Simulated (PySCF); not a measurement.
Polarisability and C₆ of Pt (platinum, neutral)

[Xe] 4f14 5d8 6s2, high-spin 3F determinant (an excited configuration). Calculation: PySCF 2.14, in aug-cc-pVQZ-PP with ECP60MDF; scalar relativity through the core potential. Coupled (time-dependent) response in atomic units; α is the mean over directions.

```json
{"method": "UHF", "mean α (bohr³)": "55.78", "C₆ (like pair)": "597.8", "S(−4)": "1378"}
{"method": "PBE", "mean α (bohr³)": "43.12", "C₆ (like pair)": "455.3", "S(−4)": "631.6"}
```

S(−4) is the Cauchy moment in α(ω) = α(0) + S(−4) ω² + …

Spin-orbit coupling is absent.

α(iu) at PBE:

```
u (hartree)  α(iu) (bohr³)
          0          43.12
     0.0500          41.62
      0.100          37.85
      0.200          28.82
      0.300          21.77
      0.500          13.74
      0.750          9.004
       1.00          6.509
       1.50          3.957
       2.00          2.686
       3.00          1.472
       5.00         0.6303
```

A single London oscillator, α(iu) = α/(1 + u²/ω²), gives C₆ = (3/4) ω α². Matching the computed C₆ needs ω = 4 × 455.3 / (3 × 43.12²) = 0.326 hartree.

Energies and moments cover only the electrons outside the core potential. Spin-orbit coupling, absent here, splits the open shell strongly.
